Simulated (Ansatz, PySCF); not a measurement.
Barrier from R1 to the saddle point P1, each structure at its B3LYP-D3(BJ)/def2-TZVP stationary point, reached from a drawn start; harmonic modes at that level show the others as minima.
R1, CF3 (SMILES F[C](F)F) (charge 0, multiplicity 2, Z-matrix in Å and degrees):
```
C
F 1 1.3211
F 1 1.3211 2 111.37
F 1 1.3211 2 111.37 3 124.97
```
P1, CF3, a first-order saddle point (one imaginary mode, 1100i cm⁻¹) (charge 0, multiplicity 2):
```csv
atom,x (Å),y (Å),z (Å)
C,0.0000,0.0000,0.0000
F,1.3155,0.0000,0.0000
F,-0.6578,1.1393,0.0000
F,-0.6578,-1.1393,0.0000
```

P less R. No zero-point or thermal terms; open shells are unrestricted. No path was followed down from the saddle.

Correlated levels freeze the cores. CBS(a, b) extrapolates the correlation energy as X⁻³ and adds the Hartree–Fock energy of set b.

Codes used: Ansatz (Gaussian orbitals); PySCF for the D3/D4 terms. No computed number here is a measurement.

Q: What barrier height does BLYP-D3(BJ)/def2-TZVPP give?

A: 1.06 eV

Q: What barrier height does CCSD(T)/CBS(cc-pVTZ, cc-pVQZ) give?

A: 1.28 eV

Q: Give the barrier height at the level MP2/cc-pVQZ.

A: 1.35 eV

Ansatz is a program for electronic structure.
